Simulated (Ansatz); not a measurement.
Isomers of CH8Si2. Isolated molecules, 0 K electronic values unless said otherwise. Strings in code marks are SMILES.

Quantity: electronic energy of isomers of CH8Si2 relative to `C[SiH2][SiH3]`, in kJ/mol.

Case: `[SiH3]C[SiH3]`. Geometry of `C([SiH3])[SiH3]` (neutral, multiplicity 1, Å):

```xyz
11

Si     1.5576    -0.1793     0.2656
C      0.0228     0.6822    -0.3721
Si    -1.5717    -0.2396    -0.0371
H      1.4668    -0.3625     1.7388
H      2.7813     0.6113    -0.0372
H      1.6927    -1.5187    -0.3670
H      0.1244     0.8318    -1.4522
H     -0.0405     1.6755     0.0846
H     -1.7578    -0.4246     1.4269
H     -1.5319    -1.5808    -0.6789
H     -2.7439     0.5048    -0.5716
```

Question: Predict the electronic energy of isomers of CH8Si2 relative to `C[SiH2][SiH3]` from frozen-core CCSD(T)/cc-pVDZ // PBE0-D3(BJ)/def2-TZVP (Ansatz, an electronic-structure program).

Answer: 5.56 kJ/mol.
